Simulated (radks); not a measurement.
The numbers below are computed, except where a source is named.
Valence configurations of Ca I (all share [Ar]). Level of theory: scalar-relativistic Kohn-Sham, SCAN, spin-unpolarised, spherical densities, finite nucleus; meta-GGA in the generalised Kohn-Sham scheme; Fermi nuclear charge, rms radius 3.4776 fm (a radial shooting solver on a logarithmic mesh with Libxc functionals). Order these by energy: 3d2; 3d1 4s1; 4s2; 4s1 4p1; 3d0.5 4s1.5; 3d0.5 4s1 4p0.5; 4p2; 4s1.5 4p0.5; 3d0.5 4s0.5 4p1.

Answer. From the lowest, in eV above it: 4s2 0.000; 3d0.5 4s1.5 1.238; 4s1.5 4p0.5 1.269; 3d0.5 4s1 4p0.5 2.379; 4s1 4p1 2.523; 3d1 4s1 2.608; 3d0.5 4s0.5 4p1 3.523; 4p2 5.008; 3d2 5.255. NIST lists [Ar] 4s2 as the ground configuration; this level of theory agrees among the configurations tried. The energies are those of spherical spin-averaged densities, not of single terms.
